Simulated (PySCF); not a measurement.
**Working out the ionisation energy of Bi**

Bi [Xe] 4f14 5d10 6s2 6p3 (4S) → Bi⁺ [Xe] 4f14 5d10 6s2 6p2 (3P). Computed with PySCF 2.14 in aug-cc-pwCVTZ-PP with ECP60MDF (8s7p6d4f1g, 96 functions), with scalar relativity through the core potential. Frozen: nothing. Energies in hartree (1 hartree = 27.21139 eV):

```tsv
part	Bi (lower)	Bi⁺ (upper)
UHF	-213.594363	-213.292965
MP2 opposite-spin	-0.484016	-0.476462
MP2 same-spin	-0.261734	-0.249394
```

What does Hartree-Fock give?

(-213.292965) − (-213.594363) = 0.301398 hartree = 8.201 eV.

What do MP2 and SCS-MP2 (6/5 opposite-spin, 1/3 same-spin) give?

The opposite-spin parts differ by 0.206 eV and the same-spin parts by 0.336 eV. MP2: 8.201 + (0.206) + (0.336) = 8.743 eV. SCS-MP2: 8.201 + 1.2 × (0.206) + (0.336)/3 = 8.560 eV.

Reference: 7.286 eV (measured; NIST Atomic Spectra Database, ionization energies), between the lowest levels; spin-orbit coupling is absent from the calculation.

What remains against the reference includes basis incompleteness and correlation beyond second order.
